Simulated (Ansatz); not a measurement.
Mulliken charges of CH5BFNO, SMILES `CNB(O)F` from r2SCAN/def2-TZVPP in Ansatz (PBE0-D4/def2-TZVP geometry).

```
atom   x (Å)   y (Å)   z (Å)  charge (e)
  C1  -1.284  -0.520   0.337      -0.033
  N2   0.135  -0.248   0.305      -0.249
  B3   0.776   0.633  -0.583       0.422
  O4   2.117   0.888  -0.611      -0.319
  F5   0.041   1.291  -1.487      -0.307
  H6  -1.729  -0.246   1.299       0.054
  H7  -1.776   0.066  -0.438       0.064
  H8  -1.499  -1.576   0.149       0.054
  H9   0.674  -0.749   0.990       0.124
 H10   2.629   0.410   0.042       0.191
```

**Question.** By hand: the dipole of these point charges (1 e Å = 4.8032 D).

**Answer.** Σ q r = (-0.054, -0.442, 0.499) e Å, of length 0.669 e Å = 3.21 D.

**Question.** How does the dipole of the full density compare? (An estimate is asked.)

**Answer.** Computed: (0.028, -0.474, 0.553) e Å, 3.50 D; the point charges give 0.92 times that, at 7° from its direction.

Point charges leave out the atoms' own dipoles, such as those of lone pairs, and Mulliken's split depends on the basis, so the close match here is no proof of good charges.
